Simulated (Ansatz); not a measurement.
Mo(NH)2F2 (MoN₂F₂H₂). The state is a singlet with charge 0. Geometry PBE-D4/def2-SVP; atoms count from 1.

```xyz
7

Mo    0.290   -0.052    0.468
N    -1.367    0.446    0.357
H    -2.238    0.673   -0.138
N     0.888   -0.361   -1.130
H     0.817   -0.420   -2.153
F     0.342   -1.661    1.419
F     1.269    1.374    1.179
```

In the def2 sets Mo takes a core potential; there is no spin–orbit coupling. The restricted singlet is unstable towards broken spin symmetry in Hartree–Fock (as tested in another run); at PBE0-D4/def2-TZVP this wasn't settled.

Estimate the Mulliken populations from the PBE0/def2-TZVP orbitals of Ansatz.


```csv
atom,charge (e),d electrons
Mo1,1.77,3.67
N2,-0.67,–
H3,0.26,–
N4,-0.67,–
H5,0.26,–
F6,-0.47,–
F7,-0.47,–
```
Mulliken values and Mayer orders depend strongly on the basis.

And the Mayer bond orders between bonded heavy atoms (over 0.3)?

Mo1–N2 1.96 (1.73 Å); Mo1–N4 1.96 (1.73 Å); Mo1–F6 0.81 (1.87 Å); Mo1–F7 0.81 (1.87 Å).
